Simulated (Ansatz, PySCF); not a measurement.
CH2F, SMILES [CH2]F (connectivity only; charge and spin as stated), charge +1, multiplicity 1. Atoms are numbered in the order given.

```xyz
4

C      0.0000     0.0000    -0.5899
F      0.0000     0.0000     0.6356
H      0.0000     0.9768    -1.0904
H      0.0000    -0.9768    -1.0904
```
Charge +1, spin multiplicity 1.

Geometry: PBE0-D3(BJ)/def2-TZVPD. The spin state was assumed, not searched. The isomer is the one that the SMILES or the coordinates give; other isomers of the formula were not compared.

Vertical ionisation energy (IE) and electron affinity (EA) in eV. Rows of orbital energies are one-electron estimates. Where ΔSCF, EOM or ADC give a negative EA the extra electron is unbound and the value depends on the basis.

| level | IE | EA |
|---|---|---|
| −ε(HOMO), −ε(LUMO), M06-2X/def2-TZVPD (PySCF) | [?] | [?] |
| −ε(HOMO), −ε(LUMO), ωB97X/def2-TZVPD (PySCF) | 22.40 | 9.16 |
| −ε(HOMO), −ε(LUMO), PBE/def2-TZVPD (PySCF) | 18.01 | 13.22 |
| EOM-CCSD/aug-cc-pVDZ (PySCF) | 23.41 | 8.43 |
| ADC(2)/aug-cc-pVDZ (PySCF) | 22.43 | 8.60 |
| ΔSCF, CAM-B3LYP/def2-TZVPD (Ansatz), final states of multiplicity 2 and 2 | 23.58 | 8.83 |
| ΔSCF, PBE/def2-TZVPD (Ansatz), final states of multiplicity 2 and 2 | 23.14 | 8.69 |

Problem. Fill in the missing entries. (An estimate is asked for; the answer gives what the named calculation found.)

Solution. 
- −ε(HOMO), −ε(LUMO), M06-2X/def2-TZVPD (PySCF), IE: 21.67
- −ε(HOMO), −ε(LUMO), M06-2X/def2-TZVPD (PySCF), EA: 10.41

Problem. What vertical singlet–triplet gap does ΔSCF give with CAM-B3LYP/def2-TZVPD (Ansatz, a program for electronic structure) and with PBE/def2-TZVPD (Ansatz)? (The exact figures need the calculation; the answer reports its results.)

Solution. 4.67 and 4.38 eV (triplet above singlet where positive).

Computed lowest 1s main lines (those of the lightest heavy element) from CVS-ADC(2)-x/aug-cc-pVDZ (PySCF, non-relativistic), with pole strengths:
308.7 eV (1.55).

Problem. Beyond the first one, list the lowest photoelectron lines from ADC(2)/aug-cc-pVDZ in PySCF with their pole strengths (two spins summed). (The exact figures need the calculation; the answer reports its results.)

Solution. 26.03 eV (1.78), 27.78 eV (1.81), 28.02 eV (1.81), 32.78 eV (1.81).
